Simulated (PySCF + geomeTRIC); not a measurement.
The multiplicity is imposed and other spin states were not computed.

Computed with TPSS-D3(BJ)/def2-SVP (PySCF + geomeTRIC). fastk is a local helper that only speeds up exchange builds. No frequencies were computed at this level.

```python
import json, numpy as np
from pyscf import gto, dft
from fastk import lowrank_exchange
atoms = """
Cu    -0.134988    -0.011600    -0.080215
O     -2.642265    -0.249428    -1.564933
C     -1.667025    -0.154392    -0.987615
H      1.140871     0.102166     0.677159
"""
def scf(charge, spin, dm0=None):
    mol = gto.M(atom=atoms, basis='def2-svp', ecp={}, charge=charge, spin=spin, verbose=3, max_memory=5040)
    mf = dft.KS(mol, xc='tpss').density_fit(auxbasis="def2-universal-jkfit")
    mf.disp = 'd3bj'
    mf.grids.level = 3
    mf.conv_tol = 1e-8
    mf.max_cycle = 120
    mf.level_shift = 0.25
    mf.kernel(dm0)
    if not mf.converged:
        mf = mf.newton().run(mf.mo_coeff, mf.mo_occ).undo_soscf()
    return mf
mf = scf(0, 0)
from pyscf.geomopt.geometric_solver import kernel as optimize
path = []
done, mol = optimize(mf, maxsteps=120, assert_convergence=False, callback=lambda env: path.append((env["energy"], bool(env["g_scanner"].converged))))
res = dict(converged=bool(done and path[-1][1]), energy=path[-1][0], path=[e for e, c in path], xyz=mol.atom_coords(unit="Angstrom").tolist(), nao=mol.nao)
json.dump(res, open("result.json", "w"))
```

Output:

```
converged SCF energy = -1754.16903616054
Geometry optimization cycle 1
converged SCF energy = -1754.16903615573
cycle 1: E = -1754.16903616  dE = -1754.17  norm(grad) = 0.0258668
Geometry optimization cycle 2
converged SCF energy = -1754.17007618751
cycle 2: E = -1754.17007619  dE = -0.00104003  norm(grad) = 0.00381716
Geometry optimization cycle 3
converged SCF energy = -1754.17013375902
cycle 3: E = -1754.17013376  dE = -5.75715e-05  norm(grad) = 0.00217824
Geometry optimization cycle 4
converged SCF energy = -1754.17013746864
cycle 4: E = -1754.17013747  dE = -3.70961e-06  norm(grad) = 0.000813112
Geometry optimization cycle 5
converged SCF energy = -1754.17013799509
cycle 5: E = -1754.170138  dE = -5.26451e-07  norm(grad) = 0.00013826
<class 'geometric.internal.Distance'> : 3
<class 'geometric.internal.LinearAngle'> : 4
<class 'geometric.internal.TranslationX'> : 1
<class 'geometric.internal.TranslationY'> : 1
<class 'geometric.internal.TranslationZ'> : 1
<class 'geometric.internal.RotationA'> : 1
<class 'geometric.internal.RotationB'> : 1
<class 'geometric.internal.RotationC'> : 1
Step    0 : Gradient = 1.293e-02/2.052e-02 (rms/max) Energy = -1754.1690361557
Step    1 : Displace = 2.721e-02/4.299e-02 (rms/max) Trust = 1.000e-01 (=) Grad = 1.909e-03/2.371e-03 (rms/max) E (change) = -1754.1700761875 (-1.040e-03) Quality = 1.174
Step    2 : Displace = 7.518e-03/1.097e-02 (rms/max) Trust = 1.414e-01 (+) Grad = 1.089e-03/1.740e-03 (rms/max) E (change) = -1754.1701337590 (-5.757e-05) Quality = 1.129
Step    3 : Displace = 1.673e-03/1.864e-03 (rms/max) Trust = 2.000e-01 (+) Grad = 4.066e-04/5.384e-04 (rms/max) E (change) = -1754.1701374686 (-3.710e-06) Quality = 1.071
Step    4 : Displace = 4.591e-04/7.205e-04 (rms/max) Trust = 2.828e-01 (+) Grad = 6.913e-05/1.156e-04 (rms/max) E (change) = -1754.1701379951 (-5.265e-07) Quality = 0.900
Converged! =D
```

Cost: roughly 40 core-seconds.
